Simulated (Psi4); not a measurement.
Pair of molecules, SMILES Cl with SMILES P (the first has 2 atoms); geometry from B3LYP-D3(BJ)/def2-TZVP, rigid monomers moved along the line of their centres of mass till Cl1···P3 is 3.32 Å.
(charge 0, multiplicity 1):
```xyz
6

Cl     0.436    -0.616    -0.344
H      0.244     0.361    -1.152
P      0.081    -0.015     2.903
H     -0.180     0.732     4.082
H      0.934     0.976     2.358
H     -1.066     0.477     2.231
```

Computed with Psi4 with SAPT0/jun-cc-pV(D+d)Z.

Question: Which attractive term is largest, and how does the interaction split up?

Answer: electrostatics -106.7, exchange 231.9, induction -26.2, dispersion -65.6, total 33.4 meV; the largest attraction is electrostatics.
